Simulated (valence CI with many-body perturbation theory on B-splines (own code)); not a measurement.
# Sensitivity of CI+MBPT for W⁵²⁺

Calculated by valence CI with perturbative core correlation (CI+MBPT): four valence electrons over a frozen Dirac-Fock core [Ar], radial functions for each j: 6 s, 6 p, 5 d, 5 f, 1 g, with the one-electron correlation potential Σ1, the two-electron term Σ2, the three-electron term Σ3, Breit, model QED; selected CI, second order for the rest, scaled by the run's own slope (own B-spline code, finite nucleus).

No measured spectrum was set against this ion. As an estimate, large intervals hold to a few tenths of a per cent, small ones and those within an open d or f shell to about a per cent. Only levels of the ground parity were solved; by the run's estimate the other parity begins above the list, which can be wrong where configurations are misplaced.

The reference run has the lowest level (3d3/2^4) J=0 and an ionisation energy of 4920.59 eV. Its largest variational space holds 7994 state functions.

Levels are named by their leading jj configuration (3d3/2^4 stands for four electrons in 3d with j = 3/2), which in mixed levels can hold well under half, so a name can repeat and another be missing. Letters in brackets count levels of one name in rising energy.

Changed runs:
A. factor on the speed of light 1 → 100; QED terms on → off; Breit term on → off
B. box radius (bohr) 2.1624 → 4.17
C. factor on the speed of light 1 → 100; QED terms on → off
D. Davidson iteration limit 60 → 2 (bad on purpose)

Excitation energies of the reference run in cm⁻¹, and shifts in cm⁻¹:

| Level | Reference | B | D |
| --- | --- | --- | --- |
| (3d3/2^3 3d5/2) J=1 | 516588 | +0.1 | 0 |
| (3d3/2^3 3d5/2) J=4 | 612844 | 0 | 0 |
| (3d3/2^3 3d5/2) J=2 | 638151 | +0.1 | 0 |
| (3d3/2^3 3d5/2) J=3 | 665569 | +0.1 | 0 |
| (3d3/2^2 3d5/2^2) J=0 [a] | 1103330 | +0.1 | 0 |
| (3d3/2^2 3d5/2^2) J=2 [a] | 1107890 | +0.1 | 0 |
| (3d3/2^2 3d5/2^2) J=4 [a] | 1126140 | +0.1 | 0 |
| (3d3/2^2 3d5/2^2) J=3 [a] | 1142640 | +0.1 | 0 |
| (3d3/2^2 3d5/2^2) J=5 | 1172090 | +0.1 | 0 |
| (3d3/2^2 3d5/2^2) J=6 | 1194950 | +0.1 | 0 |
| (3d3/2^2 3d5/2^2) J=1 | 1214350 | +0.1 | 0 |
| (3d3/2^2 3d5/2^2) J=3 [b] | 1239260 | +0.1 | +1.0 |
| Ionisation energy (eV) | 4920.59 | -0.00033 | 0 |

Run A ends with another lowest level, (3d3/2^2 3d5/2^2) J=0, and an ionisation energy of 4871.98 eV.

Run C ends with another lowest level, (3d3/2^2 3d5/2^2) J=0, and an ionisation energy of 4871.98 eV.

Run D: The Davidson iterations stopped at their limit.
